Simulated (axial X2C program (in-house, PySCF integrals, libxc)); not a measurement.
## Low determinants of CoSi at the PBE0 level, spin-free

Computed with an in-house relativistic program for diatomic molecules. Spin-free means the one-electron spin-free X2C Hamiltonian. Basis: Co dyall-cv3z [9s10p6d3f2g], Si dyall-v3z [8s7p2d1f] (cores contracted in-house); Gaussian nuclei, density fitting, unrestricted open shells. Masses: Co 58.933 u, Si 27.977 u.

Search at 2.270 Å (vertical energies from the lowest determinant):

```json
{"ΔE (eV)": "0.00", "state": "M_S = 1/2, Λ = 3", "electrons beyond evenly filled partner blocks": "σα, π+β, δ+α, δ+β, δ-α", "electrons in σ, π, δ, φ": "21 17 3 0"}
{"ΔE (eV)": "0.05", "state": "M_S = 3/2, Λ = 1", "electrons beyond evenly filled partner blocks": "σα, π-α, δ+α, δ+β, δ-α", "electrons in σ, π, δ, φ": "21 17 3 0"}
{"ΔE (eV)": "0.05", "state": "M_S = 3/2, Λ = 3", "electrons beyond evenly filled partner blocks": "σα, π+α, δ+α, δ+β, δ-α", "electrons in σ, π, δ, φ": "21 17 3 0"}
{"ΔE (eV)": "0.07", "state": "M_S = 1/2, Λ = 1", "electrons beyond evenly filled partner blocks": "σα, π-β, δ+α, δ+β, δ-α", "electrons in σ, π, δ, φ": "21 17 3 0"}
{"ΔE (eV)": "0.62", "state": "M_S = 5/2, Λ = 2", "electrons beyond evenly filled partner blocks": "2 × σα, π+α, π-α, δ+α, δ+β, δ-α", "electrons in σ, π, δ, φ": "20 18 3 0"}
{"ΔE (eV)": "0.85", "state": "M_S = 1/2, Λ = 2", "electrons beyond evenly filled partner blocks": "δ+α, δ+β, δ-α", "electrons in σ, π, δ, φ": "22 16 3 0"}
{"ΔE (eV)": "0.97", "state": "M_S = 5/2, Λ = 0", "electrons beyond evenly filled partner blocks": "σα, 2 × π+α, 2 × π-α", "electrons in σ, π, δ, φ": "21 16 4 0"}
```

Lowest determinant, M_S = 1/2, Λ = 3 (beyond evenly filled blocks: σα, π+β, δ+α, δ+β, δ-α): Re = 2.255 Å, ωe = 346.7 cm⁻¹.

The determinant in row 2 of the search, M_S = 3/2, Λ = 1 (beyond evenly filled blocks: σα, π-α, δ+α, δ+β, δ-α), was followed along the bond at PBE0; measured from the minimum of the lowest determinant it gives:

Te = 0.030 eV (246 cm⁻¹), Re = 2.207 Å, ωe = 361.9 cm⁻¹.

Question: Compare the bond of the determinant in row 2 with that of the lowest one.

Answer: At PBE0 its Re is 0.048 Å shorter and its force constant, which goes as ωe², is 1.09 times that of the lowest determinant. T0 ≈ Te + Δωe/2 = 246 + (8) = 254 cm⁻¹.

The search compares states at one distance, so a state with another bond length can lie lower; it is not exhaustive and yields mostly the lowest determinant of each block pattern, so other components and higher states of one pattern are missing. These are energies of single determinants, not of spin-adapted states; PBE0 term energies can be off by some tenths of an eV, and the functional has no current term. The lowest determinant need not be the ground state where others lie within half an eV. Row 1 is spin-contaminated (⟨S²⟩ = 2.07 against 0.75), so its values are not those of a pure state.
